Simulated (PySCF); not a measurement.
How methods differ on the ionisation energy of Xe⁵³⁺

Xe⁵³⁺ 1s1 [1s1/2^1, M_J = 1/2] → Xe⁵⁴⁺ (bare nucleus), as a difference of total energies. Calculation: PySCF 2.14, in an even-tempered Gaussian basis (15 s from 130 bohr⁻², ratio 2.4; 11 p from 170 bohr⁻², ratio 2.4; 3 d from 520 bohr⁻², ratio 2.6; 3 f from 790 bohr⁻², ratio 2.6); the two-component X2C-1e Hamiltonian. "Screened" scales the spin-orbit matrix elements by Boettger's factors to mimic the two-electron term; Breit and QED terms are absent.

| method | ionisation energy (eV) |
| --- | --- |
| GHF (screened spin-orbit) | 41343.7 |
| GHF (bare spin-orbit) | 41343.7 |

For one electron Hartree-Fock is exact for this Hamiltonian up to the basis; QED and nuclear recoil make up the gap, and the density functionals add self-interaction.

For comparison: 41299.9 eV (theoretical estimate listed by NIST; NIST Atomic Spectra Database, ionization energies).
